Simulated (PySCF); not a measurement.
Molecule: 2-propylthiophene (CCCc1cccs1, C₇H₁₀S).

Geometry (Å), atoms numbered from 1 in this order:
```xyz
18

C    -2.969    0.350   -0.101
C    -1.470    0.615   -0.120
C    -0.672   -0.628    0.293
C     0.792   -0.359    0.292
C     1.728   -0.744   -0.616
C     3.027   -0.270   -0.318
C     3.061    0.476    0.813
S     1.508    0.614    1.540
H    -3.227   -0.445   -0.797
H    -3.517    1.246   -0.385
H    -3.291    0.052    0.894
H    -1.233    1.432    0.565
H    -1.162    0.921   -1.123
H    -0.885   -1.444   -0.400
H    -0.991   -0.936    1.293
H     1.502   -1.355   -1.472
H     3.891   -0.478   -0.922
H     3.899    0.960    1.273
```

Frames of a GFN2-xTB Langevin trajectory at 600 K; GIAO PBE0/pcSseg-1 shieldings in PySCF 2.14.0 with density-fitted response routines, gas phase, non-relativistic; equivalent atoms averaged within each frame.

Referencing at the same level of theory: TMS for ¹³C (186.93 ppm) and ¹H (31.72 ppm); ³³S (503.73 ppm) vs CS2. The references are static minima.

Problem. How do the shifts (ppm) fluctuate along the trajectory?

Solution. 
```tsv
time (fs)	C4	C7	C5	C6	C3	C2	C1	S8	H18	H17
250	156.2	141.4	130.6	127.0	39.6	33.6	17.7	298	6.76	6.55
425	164.4	142.9	119.3	140.1	41.7	32.4	11.9	259	7.87	7.03
625	171.0	142.7	125.5	136.2	37.3	40.4	17.1	238	7.59	7.15
800	165.2	142.8	131.5	125.8	35.5	21.2	12.1	254	7.13	7.81
1000	155.7	139.1	133.4	137.8	38.5	26.7	9.1	192	6.53	7.58
mean of frames	162.5	141.8	128.1	133.4	38.5	30.9	13.6	248	7.18	7.22
standard deviation	6.5	1.6	5.7	6.5	2.3	7.3	3.7	39	0.56	0.49
```

5 frames give an uncertainty of the mean of about the standard deviation over 2.2 at best, since frames this close in time may not be independent; classical motion lacks zero-point vibration, and the reference would need the same averaging.
